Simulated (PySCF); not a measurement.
Compound: dimethyl(thiophen-2-yl)phosphine oxide, C₆H₉OPS.
Z-matrix (Å and degrees, PBE0-D3(BJ)/def2-SVP geometry), rows numbered from 1:
```
C 
P   1  1.8146
C   2  1.8155  1  105.01
O   2  1.4965  1  114.77  3   127.03
C   2  1.8070  1  105.18  3  -110.47
C   5  1.3753  2  122.88  1  -126.74
C   6  1.4215  5  112.76  2  -179.57
C   7  1.3711  6  112.45  5    -0.04
S   8  1.7164  7  111.73  6    -0.02
H   1  1.1000  2  108.83  3   -65.95
H   1  1.1002  2  111.82  3    55.37
H   1  1.0991  2  108.17  3   175.98
H   3  1.1000  2  109.08  1    64.66
H   3  1.0991  2  108.05  1  -177.20
H   3  1.1002  2  111.71  1   -56.84
H   6  1.0912  5  121.38  2     0.43
H   7  1.0909  6  124.26  5   180.00
H   8  1.0898  7  128.17  6  -179.89
```

Definitions: NICS(0) = −σiso at the ring centroid; NICS(1) = −σiso and NICS(1)zz = −σzz at ±1 Å along the ring normal z. Level: GIAO KT2/pcSseg-1 (PySCF, non-relativistic, gas phase) on the PBE0-D3(BJ)/def2-SVP geometry, one conformer.

Ring bond lengths (Å): C5–C6 1.375, C6–C7 1.422, C7–C8 1.371, C8–S9 1.716, S9–C5 1.727.

Q: What do the NICS probes read (ppm)?

A: 
| ring | type | NICS(0) | NICS(1), two faces | NICS(1)zz, two faces | rms pucker (Å) | centre to ring atoms, mean (Å) |
| --- | --- | --- | --- | --- | --- | --- |
| C5–C6–C7–C8–S9 | 5-membered ring with S; formal bonds all aromatic | -12.9 | -11.6 / -11.6 | -27.2 / -27.2 | 0.00 | 1.29 |

Q: What do they say, and how far can they be read as aromaticity?

A: 
- C5–C6–C7–C8–S9: mean NICS(1)zz -27.2 ppm, shielded. For a flat ring without four-coordinate atoms the NICS criterion counts such a value as aromatic.

Q: What does the geometric index give? HOMA = 1 − mean of α(R − Ropt)² over the ring bonds, with Krygowski's 1993 parameters (CC: Ropt 1.388 Å, α 257.7 Å⁻²; CS: Ropt 1.677 Å, α 94.09 Å⁻²).

A: 
- C5–C6–C7–C8–S9: HOMA 0.84; the largest term is that of C6–C7, α(R − Ropt)² = 0.29. The geometric and the magnetic index point the same way.

Q: What field does 1 T along the ring normal induce along that normal at the second NICS(1) probe listed for ring C5–C6–C7–C8–S9, 1 Å off the ring?

A: NICSzz × B0 = -27.2 ppm × 1 T = -27 μT, against the applied field.

Q: Give the inner angles of the rings.

A: 
- C5–C6–C7–C8–S9: C5 111.0°, C6 112.8°, C7 112.4°, C8 111.7°, S9 92.0°; sum 540.0° against 540° for a flat convex ring.

Q: How do the values depend on the level or the medium?

A: 
```csv
level,"NICS(0), C5–C6–C7–C8–S9","mean NICS(1)zz, C5–C6–C7–C8–S9"
"KT2/pcSseg-1, gas",-12.9,-27.2
"PBE0/pcSseg-1, gas",-12.4,-27.0
```

The geometry is the same throughout.
